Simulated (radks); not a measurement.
Ionisation of the lithium ion Li+, [He], to 1s1 as the strength of local exchange is varied. All-electron calculation, non-relativistic Kohn-Sham, Slater X-alpha exchange (alpha = 2/3 is LDA exchange), no correlation, spin-polarised, spherical densities, point nucleus. Program: a radial shooting solver on a logarithmic mesh with Libxc functionals.

| alpha | E(Li+) (hartree) | exchange (hartree) | IE (eV) | -e of the level emptied (eV) | <r> of it (bohr) |
|---|---|---|---|---|---|
| 0.667 | -7.00935 | -1.39116 | 71.861 | 57.735 (1s) | 0.5877 |
| 0.733 | -7.14779 | -1.54615 | 73.490 | 59.810 (1s) | 0.5804 |
| 0.864 | -7.42719 | -1.86302 | 76.788 | 64.035 (1s) | 0.5666 |
| 0.896 | -7.49637 | -1.94229 | 77.606 | 65.088 (1s) | 0.5633 |
| 1.03 | -7.79006 | -2.28218 | 81.087 | 69.591 (1s) | 0.5500 |

NIST Atomic Spectra Database: 75.640 eV (theoretical). The Delta-SCF value meets it near alpha = 0.82.
